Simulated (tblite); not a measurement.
C7H13ClO2.
Numbering: `[CH3:1][CH2:2][C@@H:3]([O:4][CH3:5])[C@@H:6]([CH3:7])[C:8](=[O:9])[Cl:10]` (hydrogens: H11, H12, H13 on C1; H14, H15 on C2; H16 on C3; H17, H18, H19 on C5; H20 on C6; H21, H22, H23 on C7)

Computed with GFN2-xTB (tblite), gas phase: L-BFGS steps from a force-field or distance-geometry start until the largest atomic force falls under 0.01 eV/Å.

Step 5: E = -933.3536 eV
```
atom  x, y, z in Å  |  force x, y, z in eV/Å
C1     -1.1110   -1.9474   -0.3890   -0.032   0.002   0.010
C2     -0.8695   -0.5494   -0.9423    0.031   0.047  -0.017
C3     -0.1962    0.4056    0.0596    0.010  -0.017  -0.042
O4     -0.9603    0.5290    1.2509    0.040   0.014  -0.029
C5     -2.0376    1.4297    1.1569    0.039   0.008  -0.019
C6      1.2244   -0.0440    0.4884    0.008  -0.001   0.057
C7      2.1676   -0.3583   -0.6772   -0.034  -0.018  -0.024
C8      1.8378    1.0994    1.2458   -0.003   0.031   0.142
O9      2.1009    2.1783    0.8327   -0.050   0.041  -0.045
Cl10    2.2006    0.7041    2.9264   -0.004  -0.011  -0.004
H11    -1.6379   -2.5442   -1.1287   -0.024  -0.036  -0.010
H12    -0.1789   -2.4466   -0.1490    0.073  -0.026   0.004
H13    -1.7171   -1.9010    0.5114    0.022   0.043   0.029
H14    -0.2755   -0.6010   -1.8546    0.063   0.031   0.033
H15    -1.8310   -0.1123   -1.2172   -0.035   0.022  -0.004
H16    -0.1040    1.4020   -0.4080    0.014  -0.071  -0.049
H17    -1.6797    2.4395    0.9230   -0.013   0.017  -0.032
H18    -2.5341    1.4456    2.1248    0.092  -0.071   0.051
H19    -2.7657    1.1234    0.3983    0.012   0.007  -0.016
H20     1.1402   -0.9094    1.1464   -0.092  -0.005  -0.004
H21     1.8523   -1.2660   -1.1791   -0.017  -0.032  -0.064
H22     3.1802   -0.5112   -0.3061   -0.061   0.005   0.028
H23     2.1895    0.4614   -1.3903   -0.038   0.020   0.008
```

Step 6: E = -933.3569 eV
```
atom  x, y, z in Å  |  force x, y, z in eV/Å
C1     -1.1110   -1.9477   -0.3895    0.016  -0.010   0.008
C2     -0.8689   -0.5483   -0.9422   -0.017  -0.034  -0.028
C3     -0.1961    0.4036    0.0580    0.021   0.011   0.005
O4     -0.9578    0.5303    1.2501    0.028   0.017  -0.044
C5     -2.0357    1.4299    1.1557    0.025  -0.005   0.004
C6      1.2215   -0.0459    0.4874    0.081   0.051   0.101
C7      2.1654   -0.3592   -0.6786   -0.040  -0.008   0.010
C8      1.8363    1.0996    1.2492   -0.040  -0.023   0.052
O9      2.0991    2.1793    0.8374   -0.060   0.061  -0.095
Cl10    2.2009    0.7076    2.9233    0.003  -0.057   0.078
H11    -1.6393   -2.5460   -1.1290    0.002  -0.004   0.030
H12    -0.1761   -2.4468   -0.1488   -0.002   0.005  -0.019
H13    -1.7150   -1.8976    0.5126    0.024   0.024   0.013
H14    -0.2717   -0.5985   -1.8514    0.057   0.024  -0.005
H15    -1.8307   -0.1110   -1.2166   -0.024   0.013  -0.014
H16    -0.1022    1.3970   -0.4110    0.014  -0.007  -0.064
H17    -1.6810    2.4404    0.9205   -0.002   0.017  -0.016
H18    -2.5263    1.4401    2.1272    0.068  -0.042   0.020
H19    -2.7648    1.1247    0.3969    0.017  -0.005   0.009
H20     1.1339   -0.9095    1.1473   -0.071  -0.011  -0.013
H21     1.8510   -1.2669   -1.1820   -0.009  -0.017  -0.055
H22     3.1770   -0.5112   -0.3039   -0.059   0.001   0.007
H23     2.1867    0.4630   -1.3897   -0.032  -0.001   0.018
```

Step 7: E = -933.3589 eV
```
atom  x, y, z in Å  |  force x, y, z in eV/Å
C1     -1.1107   -1.9480   -0.3896    0.033  -0.009   0.004
C2     -0.8687   -0.5480   -0.9427   -0.025  -0.063  -0.025
C3     -0.1955    0.4025    0.0570    0.025   0.023   0.016
O4     -0.9557    0.5314    1.2489    0.020   0.017  -0.036
C5     -2.0341    1.4299    1.1551    0.016  -0.006   0.012
C6      1.2210   -0.0462    0.4885    0.073   0.048   0.081
C7      2.1633   -0.3599   -0.6793   -0.037   0.000   0.029
C8      1.8350    1.1004    1.2524   -0.044  -0.029  -0.022
O9      2.0966    2.1802    0.8387   -0.068   0.039  -0.082
Cl10    2.2010    0.7087    2.9229    0.007  -0.064   0.109
H11    -1.6402   -2.5473   -1.1288    0.016   0.012   0.052
H12    -0.1743   -2.4470   -0.1490   -0.040   0.019  -0.030
H13    -1.7133   -1.8950    0.5137    0.028   0.011  -0.001
H14    -0.2683   -0.5966   -1.8495    0.039   0.015  -0.023
H15    -1.8310   -0.1099   -1.2165   -0.002   0.001  -0.018
H16    -0.1009    1.3937   -0.4141    0.016   0.030  -0.069
H17    -1.6818    2.4412    0.9186    0.002   0.011  -0.002
H18    -2.5203    1.4360    2.1292    0.051  -0.021   0.000
H19    -2.7640    1.1255    0.3962    0.019  -0.012   0.026
H20     1.1287   -0.9099    1.1476   -0.048  -0.011  -0.009
H21     1.8500   -1.2677   -1.1848   -0.007   0.007  -0.033
H22     3.1739   -0.5111   -0.3024   -0.044  -0.005  -0.007
H23     2.1844    0.4639   -1.3891   -0.030  -0.014   0.026
```

Step 8: E = -933.3610 eV
```
atom  x, y, z in Å  |  force x, y, z in eV/Å
C1     -1.1101   -1.9485   -0.3897    0.035   0.004   0.000
C2     -0.8687   -0.5485   -0.9437   -0.006  -0.051  -0.013
C3     -0.1942    0.4018    0.0559    0.018   0.032   0.003
O4     -0.9530    0.5330    1.2468    0.013   0.016  -0.016
C5     -2.0319    1.4300    1.1545    0.008  -0.002   0.014
C6      1.2215   -0.0458    0.4911    0.015   0.014   0.022
C7      2.1602   -0.3608   -0.6794   -0.022   0.005   0.040
C8      1.8331    1.1017    1.2558   -0.030  -0.018  -0.079
O9      2.0921    2.1814    0.8384   -0.073  -0.003  -0.035
Cl10    2.2014    0.7085    2.9246    0.007  -0.048   0.103
H11    -1.6410   -2.5485   -1.1274    0.018   0.016   0.062
H12    -0.1728   -2.4469   -0.1498   -0.052   0.022  -0.033
H13    -1.7108   -1.8918    0.5150    0.030  -0.002  -0.009
H14    -0.2637   -0.5941   -1.8478    0.009   0.001  -0.034
H15    -1.8314   -0.1087   -1.2168    0.031  -0.019  -0.021
H16    -0.0991    1.3905   -0.4190    0.019   0.053  -0.063
H17    -1.6826    2.4424    0.9166    0.007   0.002   0.014
H18    -2.5124    1.4309    2.1314    0.028   0.003  -0.014
H19    -2.7626    1.1260    0.3960    0.015  -0.020   0.039
H20     1.1219   -0.9105    1.1479   -0.016  -0.007   0.003
H21     1.8487   -1.2684   -1.1886   -0.009   0.037   0.002
H22     3.1696   -0.5112   -0.3009   -0.014  -0.014  -0.019
H23     2.1811    0.4647   -1.3878   -0.028  -0.022   0.032
```

Problem. Estimate the geometry and energy of step 9. (The exact step hangs on the optimiser's Hessian estimate; all steps are aligned on step 8, rigid shifts and turns removed.)

Solution. E = -933.3623 eV, largest force 0.076 eV/Å
```
atom  x, y, z in Å  |  force x, y, z in eV/Å
C1     -1.1093   -1.9486   -0.3896    0.022   0.018   0.000
C2     -0.8685   -0.5495   -0.9446    0.020  -0.012  -0.006
C3     -0.1931    0.4019    0.0551    0.006   0.032  -0.021
O4     -0.9510    0.5343    1.2453    0.014   0.014  -0.004
C5     -2.0303    1.4301    1.1543    0.008   0.003   0.010
C6      1.2219   -0.0455    0.4931   -0.035  -0.018  -0.024
C7      2.1578   -0.3613   -0.6789   -0.006   0.005   0.034
C8      1.8316    1.1024    1.2569   -0.014  -0.010  -0.070
O9      2.0878    2.1821    0.8374   -0.070  -0.028   0.005
Cl10    2.2016    0.7074    2.9275    0.001  -0.023   0.059
H11    -1.6412   -2.5491   -1.1255    0.008   0.008   0.050
H12    -0.1725   -2.4467   -0.1508   -0.029   0.010  -0.025
H13    -1.7087   -1.8899    0.5157    0.026  -0.006  -0.003
H14    -0.2607   -0.5926   -1.8474   -0.013  -0.011  -0.033
H15    -1.8312   -0.1083   -1.2174    0.046  -0.029  -0.022
H16    -0.0976    1.3895   -0.4232    0.018   0.048  -0.047
H17    -1.6830    2.4431    0.9156    0.008  -0.001   0.022
H18    -2.5071    1.4278    2.1327    0.009   0.018  -0.011
H19    -2.7615    1.1259    0.3966    0.007  -0.024   0.040
H20     1.1174   -0.9109    1.1480    0.003  -0.002   0.012
H21     1.8477   -1.2683   -1.1909   -0.016   0.045   0.024
H22     3.1666   -0.5115   -0.3003    0.010  -0.020  -0.022
H23     2.1785    0.4648   -1.3864   -0.025  -0.016   0.031
```

The energy changes by -0.0013 eV. The first-order estimate −F·Δx gives -0.0018 eV and the mean of the old and new forces, exact on a quadratic surface, -0.0013 eV. The step makes an angle of 60° with the force vector and moves no atom by more than 0.006 Å.
